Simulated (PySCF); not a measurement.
PySCF 2.14 output of an unrestricted LDA calculation on a single atom or ion in aug-cc-pV(Q+d)Z with one added diffuse shell each of s, p, d, f, g type (8s7p6d4f3g, 114 functions), with the non-relativistic Hamiltonian (point nucleus):

```
SCF conv_tol = 1e-09
number electrons alpha = 7  beta = 6
    P. A. M. Dirac.,  Math. Proc. Cambridge Philos. Soc. 26, 376 (1930)
    F. Bloch.,  Z. Phys. 57, 545 (1929)
    S. H. Vosko, L. Wilk, and M. Nusair.,  Can. J. Phys. 58, 1200 (1980)
cycle= 1 E= -338.350372415344  delta_E= -0.00778  |g|= 0.0559  |ddm|= 2.08
cycle= 2 E= -338.350650271574  delta_E= -0.000278  |g|= 0.0182  |ddm|= 0.678
cycle= 3 E= -338.350686501414  delta_E= -3.62e-05  |g|= 0.00033  |ddm|= 0.157
cycle= 4 E= -338.350686528671  delta_E= -2.73e-08  |g|= 5.41e-06  |ddm|= 0.00244
cycle= 5 E= -338.35068652869  delta_E= -1.86e-11  |g|= 8.13e-08  |ddm|= 0.000114
converged SCF energy = -338.35068652869  <S^2> = 0.75000663  2S+1 = 2.0000066
```

The run itself started from symmetry-adapted Hartree-Fock orbitals and held the occupation by maximum overlap, on a logarithmic radial grid, so the iterations belong to that start.

**Question.** Which element, charge and spin multiplicity is this?

**Answer.** P(2+) (phosphorus, charge +2), multiplicity 2; the state was [Ne] 3s2 4s1, 2S determinant (an excited configuration).

The outer electron is Rydberg-like, and this basis confines it to a smaller radius and binds it less than a complete one would.
